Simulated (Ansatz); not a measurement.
Ligand exchange through a proton shuttle

Start structure (SiNH$_{9}$O$_{2}$, closed shell), relaxed at PBE0-D4/def2-TZVP:

Si1  (-1.094, -0.084, -0.907)
O2  (-0.977, -0.423, 0.751)
H3  (-0.136, -0.738, -1.842)
H4  (-1.589, 1.246, -1.364)
H5  (-2.337, -0.927, -1.147)
H6  (1.382, 0.557, 0.136)
N7  (0.695, 1.115, -0.376)
H8  (0.658, -0.791, 1.508)
O9  (1.621, -0.740, 1.649)
H10  (-1.729, -0.957, 1.018)
H11  (0.440, 1.899, 0.215)
H12  (1.119, 1.482, -1.219)
H13  (1.947, -1.639, 1.578)
(Å)

The step: SiH₄O ([OH][SiH3]) + H₂O + NH₃ → SiNH₅ ([NH2][SiH3]) + H₂O + H₂O; bonds formed: O2–H8, H6–O9; dative contacts that become bonds: Si1–N7; bonds broken: Si1–O2, H6–N7, H8–O9. Ansatz 0.2.0; basis: def2-TZVPP and def2-QZVPP; cores frozen in the correlated methods. Extrapolation: Hartree–Fock as exp(−7.88 √X), correlation as X^−2.97. Energies below are by CCSD(T) at an estimated basis limit (MP2 extrapolated from triple and quadruple zeta, plus CCSD(T) − MP2 in triple zeta).

Question: What are the electronic barrier and the energy of the step, from the start structure to the end structure? (An estimate is asked for; the value comes from the calculation.)

Answer: By the calculation: Barrier 123.2 kJ/mol; step energy 25.7 kJ/mol (uphill); reverse barrier, their difference, 97.5 kJ/mol. Barrier and step energy count from the start structure, the reverse barrier from the end structure.

The saddle point: One imaginary mode of 1150i cm⁻¹.
| pair | start (Å) | saddle (Å) | end (Å) |
| --- | --- | --- | --- |
| Si1–N7 | 2.22 | 1.86 | 1.73 |
| O2–H8 | 1.84 | 1.17 | 0.98 |
| H6–O9 | 2.01 | 1.25 | 0.98 |
| Si1–O2 | 1.70 | 1.99 | 4.05 |
| H6–N7 | 1.02 | 1.25 | 1.93 |
| H8–O9 | 0.98 | 1.24 | 1.86 |

Zero-point energy (harmonic, PBE0-D4): ZPE is 272.9 kJ/mol at the start and 257.3 kJ/mol at the saddle, so the barrier goes from 123.2 to 107.6 kJ/mol.

T1 diagnostic: at most 0.011.

Labels in which every atom is bracketed show which atoms are joined, not bond orders.

For scale, one of the runs: CCSD(T)/def2-TZVPP, 261 basis functions, launched by `ansatz run in.yaml --threads 8 --pin off --events-out ev --progress --plain --max-ram 19148MiB`. Time: 80 s of wall clock on 8 CPU threads of an Arm Neoverse V2; the host was shared. Peak host memory: 6.4 GiB.
